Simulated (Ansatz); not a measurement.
Reaction (formal exchange of groups at the Si–Cl bond): `O[SiH](F)O[SiH2]Cl` + `COC` → `CO[SiH2]O[SiH](O)F` + `CCl`

Computed with Ansatz on PBE0-D4/def2-TZVP structures; ΔE is electronic, products minus reactants. CBS: MP2 limit from def2 TZ/QZ plus the TZ coupled-cluster correction, frozen cores. This one scheme is used for every species. DFT in def2-TZVPP. B3LYP here is the variant with VWN-RPA as its local correlation; programs differ in this. One conformer a species, not always the lowest.

`O[SiH](F)O[SiH2]Cl`:

```xyz
10

O     0.367    2.023    0.550
Si   -0.374    1.251   -0.664
F     0.544    1.235   -1.962
O    -0.692   -0.304   -0.300
Si   -0.106   -1.671    0.348
Cl    1.584   -1.231    1.444
H     1.104    1.599    0.995
H    -1.618    1.958   -0.973
H     0.294   -2.617   -0.713
H    -1.102   -2.243    1.274
```

`COC`:

Z-matrix (Å, degrees):
```
C
O 1 1.399
H 1 1.090 2 107.7
H 1 1.100 2 111.6 3 119.4
H 1 1.100 2 111.6 3 -119.4
C 2 1.399 1 112.1 3 -180.0
H 6 1.100 2 111.6 1 60.6
H 6 1.090 2 107.7 1 -179.9
H 6 1.100 2 111.6 1 -60.5
```

`CO[SiH2]O[SiH](O)F`:

```xyz
14

C     1.459    0.149    1.833
O     0.505    0.017    0.797
Si    0.869   -0.621   -0.680
O    -0.479   -0.454   -1.572
Si   -1.950    0.237   -1.433
O    -2.302    0.511    0.124
F    -1.908    1.601   -2.246
H     1.782   -0.831    2.198
H     2.337    0.710    1.496
H     0.996    0.692    2.657
H     1.211   -2.059   -0.552
H     1.997    0.130   -1.283
H    -2.978   -0.605   -2.054
H    -1.539    0.523    0.716
```

`CCl`:

Z-matrix (Å, degrees):
```
C
Cl 1 1.773
H 1 1.088 2 108.6
H 1 1.087 2 108.7 3 -120.0
H 1 1.088 2 108.7 3 120.0
```

```json
{"species": "`O[SiH](F)O[SiH2]Cl`", "B3LYP-D4 energy (Eh)": "-1292.38478"}
{"species": "`COC`", "B3LYP-D4 energy (Eh)": "-155.10189"}
{"species": "`CO[SiH2]O[SiH](O)F`", "B3LYP-D4 energy (Eh)": "-947.33178"}
{"species": "`CCl`", "B3LYP-D4 energy (Eh)": "-500.16164"}
```

Question: Work out ΔE.

Answer: ΔE = (-947.33178) + (-500.16164) − (-1292.38478) − (-155.10189) = -0.00675 Eh = -17.7 kJ/mol. CCSD(T)/CBS gives -20.9 kJ/mol.

Largest T1 diagnostic among the species: 0.012.
